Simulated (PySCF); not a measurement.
# UHF on Ni- (nickel, charge -1)

Configuration: [Ar] 3d9 4s2, 2D determinant. All numbers are calculated (PySCF 2.14, no relativity, point nucleus, in def2-TZVPPD).

```
Total energy                                                  : -1506.778852 hartree
One-electron energy                                           : -2106.0640 hartree
Hartree (Coulomb) energy                                      : 661.2439 hartree
Exchange energy                                               : -61.9588 hartree
Kinetic energy                                                : 1506.58332 hartree
⟨S²⟩                                                          : 0.7541
⟨L²⟩                                                          : 6.025
Sum of ⟨r⟩                                                    : 25.30 bohr
Sum of ⟨r²⟩                                                   : 53.43 bohr²
Traceless quadrupole moment −½Σ⟨3z² − r²⟩ along its main axis : -0.296 e·bohr²
Density at the nucleus (Gaussians lack the cusp)              : 14500 bohr⁻³
Spin density at the nucleus                                   : 0.228 bohr⁻³
Langevin diamagnetic susceptibility                           : -42.3 ×10⁻⁶ cm³/mol
```

```
shell  electrons  mean orbital energy (eV)  spread (eV)  rms radius, mean of both spins (bohr)
 1s α          1                   -8303.8            0                                 0.0635
 1s β          1                   -8303.7            0                                 0.0635
 2s α          1                   -1019.1            0                                  0.268
 2s β          1                   -1018.0            0                                  0.268
 2p α          3                   -883.75        0.973                                  0.239
 2p β          3                   -882.75        0.039                                  0.239
 3s α          1                   -121.34            0                                  0.809
 3s β          1                   -118.62            0                                  0.809
 3p α          3                   -78.186        2.107                                  0.861
 3p β          3                   -74.930        1.462                                  0.861
 3d α          5                    -6.418        2.601                                   1.24
 3d β          4                    -4.767        2.083                                   1.24
 4s α          1                     0.146            0                                   4.08
 4s β          1                     0.272            0                                   4.08
```

At UHF the highest occupied level has a positive energy, so only the finite basis holds that electron.

Spin-orbit constants ζ (cm⁻¹) from the X2C one-electron operator on these orbitals (non-relativistic here): bare nucleus, nucleus screened by l(l+1)(2l+1)/3 electrons, and screened by the Breit-Pauli mean field of the electrons.

```
shell   bare  screened nucleus  mean field
   2p  93830             87130       83960
   3p  11370             10550       10090
   3d   1076             692.0       625.3
```

To first order the Landé constant is A = -625.3 cm⁻¹, so the lowest level has J = 5/2 and lies 0.0775 eV below the centre of the term.
